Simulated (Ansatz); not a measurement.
Ansatz (a program for electronic structure) input (B2PLYP/def2-TZVPD):

Ansatz 0.2 input:
```yaml
crystal:
  periodic: [false, false, false]
  atoms:
    - {symbol: Ga, position_ang: [-0.00000000, -0.00000000, -1.81337577]}
    - {symbol: O, position_ang: [0.00000000, 0.00000000, 0.00000000]}
    - {symbol: Ga, position_ang: [0.00000000, 0.00000000, 1.81337577]}
basis:
  gaussian:
    orbitals: def2-TZVPD
hamiltonian:
  xc: {name: B2PLYP}
magnetization: {spin_polarized: true, initial_magnetization: 2}
correlation: {electrons: outside_noble_gas}
```

Output:

```
Functional definition: B2PLYP
integrals: 0.20 GiB planned
937 factors; integrals over basis functions are off by at most 1.1e-3 eV
mean field: 1.15 GiB planned
mean field evaluation 1: about -106768.2453 eV, gradient 4.3e1 eV
mean field evaluation 2: about -106768.2932 eV, gradient 4.3e1 eV
mean field evaluation 4: about -106774.6963 eV, gradient 8.0e0 eV
mean field evaluation 8: about -106775.0334 eV, gradient 6.7e-1 eV
mean field evaluation 16: about -106775.0386 eV, gradient 2.2e-3 eV
mean field evaluation 32: about -106768.2453 eV, gradient 4.3e1 eV
mean field evaluation 64: about -106740.8744 eV, gradient 3.9e1 eV
mean field evaluation 96: about -106775.8404 eV, gradient 6.8e-1 eV
mean field -106775.84864140 eV, -3923.9400623018 hartree, gradient 2.9e-6 eV, S^2 2.007426; 5 other end points of the search recorded, 0 dependent functions left out
29 core orbitals not correlated, not the lowest: weight in the atoms' cores, before any rotation towards them, 0.697 or more for the frozen orbitals, at most 0.309 for the correlated occupied ones
reference -106775.84877073 eV, -3923.9400670544 hartree; 7, 5 occupied and 112, 114 virtual orbitals, 937 factors
second order -11.41299423 eV of doubles, -0.00000000 eV of singles
Total energy: -106778.93027917 eV, -3924.0533104010 hartree
```

This state (charge 0, triplet) is run at the relaxed geometry of the species with charge 0 and multiplicity 1, and is a spin state other than that species' own.
